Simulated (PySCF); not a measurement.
**Ionisation energy of Ni²¹⁺ by level of theory**

Ni²¹⁺ [He] 2s2 2p3 (4S) → Ni²²⁺ [He] 2s2 2p2 (3P), as a difference of total energies. All numbers are calculated (PySCF 2.14, the spin-free X2C one-electron Hamiltonian (Gaussian nucleus), in an even-tempered Gaussian basis (19 s from 5.1 bohr⁻², ratio 2.2; 11 p from 6.6 bohr⁻², ratio 2.2; 6 d from 28 bohr⁻², ratio 2.4; 5 f from 42 bohr⁻², ratio 2.4; 4 g from 63 bohr⁻², ratio 2.4)). Correlated levels: nothing frozen; virtual orbitals above 40 to 60 times the deepest correlated orbital energy dropped. The calculations carry no spin-orbit coupling.

| method | ionisation energy (eV) |
| --- | --- |
| UHF | 1895.3 |
| LDA | 1893.8 |
| PBE | 1893.9 |
| PBE0 | 1894.5 |
| r2SCAN | 1896.1 |
| M06-2X | 1894.7 |
| PBEsol | 1893.4 |
| MP2 (all electrons) | 1895.4 |
| SCS-MP2 (all electrons) | 1894.9 |

A first-order spin-orbit estimate (lowest level to lowest level, LS coupling) adds -13.188 eV.

For comparison: 1880 ± 5 eV (semi-empirical (NIST evaluation); NIST Atomic Spectra Database, ionization energies).
